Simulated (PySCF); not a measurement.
Rh⁻ (rhodium, charge -1) across methods

[Kr] 4d8 5s2, high-spin 3F determinant. Computed with PySCF 2.14 in def2-QZVPPD with the def2 core potential (28 electrons) (7s5p4d4f2g, 88 functions), with a scalar-relativistic core potential.

```csv
method,E (hartree),mean ε 4d β (eV),mean ε 5s α (eV),mean ε 5s β (eV),Σ⟨r²⟩ (bohr²),⟨S²⟩
UHF,-109.73676,-4.815,-0.593,0.024,77.19,2.019
wB97X,-110.5212,-3.148,-1.221,-1.026,73.09,2.003
r2SCAN,-110.5621,0.704,0.798,1.132,71.26,2.011
LC-wPBE,-110.5207,-3.414,-1.330,-0.819,72.68,2.009
LDA,-110.3148,0.876,0.763,1.113,70.98,2.006
HSE06,-110.5125,-0.252,0.725,1.103,72.01,2.008
MN15,-110.3106,-1.668,-0.510,-0.122,73.64,2.006
PBE0,-110.5119,-0.656,0.396,0.797,72.26,2.008
```

**Question.** Estimate the same row for PBE.

**Answer.** E (hartree) = -110.5430; mean ε 4d β (eV) = 0.883; mean ε 5s α (eV) = 0.946; mean ε 5s β (eV) = 1.313; Σ⟨r²⟩ (bohr²) = 71.71; ⟨S²⟩ = 2.007.

Energies and moments cover only the electrons outside the core potential.

The highest occupied level is positive at UHF, r2SCAN, LDA, HSE06, PBE0, PBE: only the finite basis holds that electron, at UHF too, so the state is unbound at these levels.
